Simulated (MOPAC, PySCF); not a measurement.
C₂H₆AlCl, SMILES `[CH3][Al]([CH3])[Cl]`, neutral singlet in the gas phase. 

Cartesian coordinates (Å):
SMILES: [CH3][Al]([CH3])[Cl]
```xyz
10

C     -1.7372    -0.2027     0.1929
Al     0.0096     0.5956    -0.1210
C      1.7111    -0.3481    -0.0833
Cl     0.0845     2.6750    -0.5381
H     -1.8495    -1.1392    -0.3607
H     -2.5552     0.4628    -0.0857
H     -1.8572    -0.4506     1.2526
H      2.1504    -0.3847    -1.0847
H      2.4337     0.1671     0.5545
H      1.6098    -1.3753     0.2734
```
Charge 0, spin multiplicity 1.

All levels are single points at this geometry (B3LYP-D3(BJ)/def2-TZVP); Pople sets use spherical d functions. Orbital energies aren't observables, and empty levels follow the basis.

```json
[
 {"level": "PBE-D3(BJ)/def2-TZVP in PySCF", "HOMO (eV)": "-6.62", "LUMO (eV)": "-1.43", "gap (eV)": "5.20", "dipole (D)": "2.02", "vertical IE, Delta-SCF (eV)": "9.49"},
 {"level": "ωB97X-D3(BJ)/def2-TZVP in PySCF", "HOMO (eV)": "-10.35", "LUMO (eV)": "1.24", "gap (eV)": "11.59", "dipole (D)": "2.10", "vertical IE, Delta-SCF (eV)": "10.28"},
 {"level": "B3LYP/6-31G* in PySCF", "HOMO (eV)": "-7.51", "LUMO (eV)": "-0.80", "gap (eV)": "6.71", "dipole (D)": "2.41", "vertical IE, Delta-SCF (eV)": "9.74"},
 {"level": "PBE/6-31G* in PySCF", "HOMO (eV)": "-6.44", "LUMO (eV)": "-1.36", "gap (eV)": "5.09", "dipole (D)": "2.40", "vertical IE, Delta-SCF (eV)": "–"},
 {"level": "SVWN5/6-31G* in PySCF", "HOMO (eV)": "-6.53", "LUMO (eV)": "-1.55", "gap (eV)": "4.98", "dipole (D)": "2.45", "vertical IE, Delta-SCF (eV)": "–"},
 {"level": "PM7 in MOPAC", "HOMO (eV)": "-11.11", "LUMO (eV)": "0.40", "gap (eV)": "11.51", "dipole (D)": "2.63", "vertical IE, Delta-SCF (eV)": "–"}
]
```
